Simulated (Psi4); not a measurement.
C2HO2 (SMILES O=[C-]C=O), charge -1, singlet, geometry from GFN2-xTB (a gas-phase anion, which may not be bound at this level); BHHLYP/6-31G* (Psi4).

Input for Psi4:
```
memory 2 GB

molecule {
-1 1
C     0.31713830    0.54782505   -0.19540831
C    -0.03599745   -0.70869134    0.06198081
O     0.81236598    1.62949696    0.08359265
O    -1.13968581   -1.34581562    0.02327185
H     0.93171368   -1.30425298   -0.05435090
}

set {
  basis 6-31g*
}

energy('bhhlyp')
print_variables()
```

Output, abridged:

```
   => Loading Basis Set <=

    Name: 6-31G*
    Role: ORBITAL
    Keyword: BASIS

         ---------------------------------------------------------
                                   SCF
               by Justin Turney, Rob Parrish, Andy Simmonett
                          and Daniel G. A. Smith
                              RKS Reference
         ---------------------------------------------------------

  ==> Geometry <==

    Molecular point group: c1
    Full point group: C1

    Geometry (in Angstrom), charge = -1, multiplicity = 1:

       Center              X                  Y                   Z               Mass
    ------------   -----------------  -----------------  -----------------  -----------------
         C            0.333327705974     0.525146844250    -0.196344881101    12.000000000000
         C           -0.019808044026    -0.731369545750     0.061044238899    12.000000000000
         O            0.828555385974     1.606818754250     0.082656078899    15.994914619570
         O           -1.123496404026    -1.368493825750     0.022335278899    15.994914619570
         H            0.947903085974    -1.326931185750    -0.055287471101     1.007825032230

  Running in c1 symmetry.

  Rotational constants: A =      2.94488  B =      0.15092  C =      0.14511 [cm^-1]
  Rotational constants: A =  88285.34052  B =   4524.57988  C =   4350.32314 [MHz]
  Nuclear repulsion =   93.228983875978486

  Charge       = -1
  Multiplicity = 1
  Electrons    = 30
  Nalpha       = 15
  Nbeta        = 15

  ==> Algorithm <==

  SCF Algorithm Type is DF.
  DIIS enabled.
  MOM disabled.
  Fractional occupation disabled.
  Guess Type is SAD.
  Energy threshold   = 1.00e-06
  Density threshold  = 1.00e-06
  Integral threshold = 1.00e-12

  ==> Primary Basis <==

  Basis Set: 6-31G*
    Blend: 6-31G*
    Number of shells: 26
    Number of basis functions: 62
    Number of Cartesian functions: 62
    Spherical Harmonics?: false
    Max angular momentum: 2

  ==> DFT Potential <==

   => LibXC <=

    Version 7.1.2
    S. Lehtola, C. Steigemann, M. J. T. Oliveira, and M. A. L. Marques,  SoftwareX 7, 1–5 (2018) (10.1016/j.softx.2017.11.002)

   => Composite Functional: BHANDHLYP <=

    BHandHLYP Hyb-GGA Exchange-Correlation Functional

    A. D. Becke,  J. Chem. Phys. 98, 1372 (1993) (10.1063/1.464304)
    Defined through Gaussian implementation.

    Deriv               =              1
    GGA                 =           TRUE
    Meta                =          FALSE

    Exchange Hybrid     =           TRUE
    MP2 Hybrid          =          FALSE

   => Exchange Functionals <=

    0.5000         Becke 88

   => Exact (HF) Exchange <=

    0.5000               HF

   => Correlation Functionals <=

    1.0000   Lee, Yang & Parr

   => LibXC Density Thresholds  <==

    XC_HYB_GGA_XC_BHANDHLYP:  1.00E-15

   => Molecular Quadrature <=

    Radial Scheme          =       TREUTLER
    Pruning Scheme         =           NONE
    Nuclear Scheme         =       TREUTLER

    Blocking Scheme        =         OCTREE
    BS radius alpha        =              1
    Pruning alpha          =              1
    Radial Points          =             75
    Spherical Points       =            302
    Total Points           =         106768
    Total Blocks           =            872
    Max Points             =            255
    Max Functions          =             61
    Weights Tolerance      =       1.00E-15

   => Loading Basis Set <=

    Name: (6-31G* AUX)
    Role: JKFIT
    Keyword: DF_BASIS_SCF

  ==> Integral Setup <==

  SCF_SUBTYPE=INCORE selected. In-core MEM_DF algorithm will be used.
  Using in-core AOs.

  ==> MemDFJK: Density-Fitted J/K Matrices <==

    J tasked:                   Yes
    K tasked:                   Yes
    wK tasked:                   No
    Algorithm:                 Core
    Schwarz Cutoff:           1E-12
    Mask sparsity (%):       1.1967
    Fitting Condition:        1E-10

   => Auxiliary Basis Set <=

  Basis Set: (6-31G* AUX)
    Blend: CC-PVDZ-JKFIT
    Number of shells: 105
    Number of basis functions: 349
    Number of Cartesian functions: 349
    Spherical Harmonics?: false
    Max angular momentum: 3

  Minimum eigenvalue in the overlap matrix is 2.7793062010E-03.
  Reciprocal condition number of the overlap matrix is 4.4476384195E-04.
    Using symmetric orthogonalization.

  ==> Pre-Iterations <==

  SCF Guess: Superposition of Atomic Densities via on-the-fly atomic UHF (no occupation information).

   -------------------------
    Irrep   Nso     Nmo
   -------------------------
     A         62      62
   -------------------------
    Total      62      62
   -------------------------

  ==> Iterations <==

                           Total Energy        Delta E     RMS |[F,P]|

   @DF-RKS iter SAD:  -226.27222228727874   -2.26272e+02   0.00000e+00
   @DF-RKS iter   1:  -226.83373156778646   -5.61509e-01   1.16816e-02 ADIIS/DIIS
   @DF-RKS iter   2:  -226.66174611380467    1.71985e-01   1.60484e-02 ADIIS/DIIS
   @DF-RKS iter   3:  -227.04950298235343   -3.87757e-01   2.38079e-03 ADIIS/DIIS
   @DF-RKS iter   4:  -227.05893087625981   -9.42789e-03   6.27425e-04 ADIIS/DIIS
   @DF-RKS iter   5:  -227.05939225947319   -4.61383e-04   3.91207e-04 ADIIS/DIIS
   @DF-RKS iter   6:  -227.05963241494575   -2.40155e-04   7.60775e-05 DIIS
   @DF-RKS iter   7:  -227.05965028479042   -1.78698e-05   2.61628e-05 DIIS
   @DF-RKS iter   8:  -227.05965433454460   -4.04975e-06   1.46537e-05 DIIS
   @DF-RKS iter   9:  -227.05965619202365   -1.85748e-06   4.96764e-06 DIIS
   @DF-RKS iter  10:  -227.05965685383217   -6.61809e-07   2.27325e-06 DIIS
   @DF-RKS iter  11:  -227.05965699859786   -1.44766e-07   7.52834e-07 DIIS
  Energy and wave function converged.

  ==> Post-Iterations <==

   Electrons on quadrature grid:
      Ntotal   =   30.0000014524 ; deviation = 1.452e-06

    Orbital Energies [Eh]
    ---------------------

    Doubly Occupied:

[...]
    Virtual:

[...]
    Final Occupation by Irrep:
              A
    DOCC [    15 ]
    NA   [    15 ]
    NB   [    15 ]

  @DF-RKS Final Energy:  -227.05965699859786

   => Energetics <=

    Nuclear Repulsion Energy =             93.2289838759784857
    One-Electron Energy =                -502.3052468255626763
    Two-Electron Energy =                 196.8361690426713722
    DFT Exchange-Correlation Energy =     -14.8195630916850263
    Empirical Dispersion Energy =           0.0000000000000000
    VV10 Nonlocal Energy =                  0.0000000000000000
    Total Energy =                       -227.0596569985978590

Computation Completed

Properties will be evaluated at   0.000000,   0.000000,   0.000000 [a0]

Properties computed using the SCF density matrix

 Multipole Moments:

 ------------------------------------------------------------------------------------
     Multipole            Electronic (a.u.)      Nuclear  (a.u.)        Total (a.u.)
 ------------------------------------------------------------------------------------

 L = 1.  Multiply by 2.5417464519 to convert [e a0] to [Debye]
 Dipole X            :         -0.2223999            0.8872130            0.6648132
 Dipole Y            :          1.6334758           -1.2428123            0.3906635
 Dipole Z            :          0.0786920           -0.0513258            0.0273661
 Magnitude           :                                                    0.7715850

 ------------------------------------------------------------------------------------

  Variable Map:
  ----------------------------------------------------------------------------
[...]
  Array Variable Map:
  ----------------------------------------------------------------------------
[...]
[...]
```
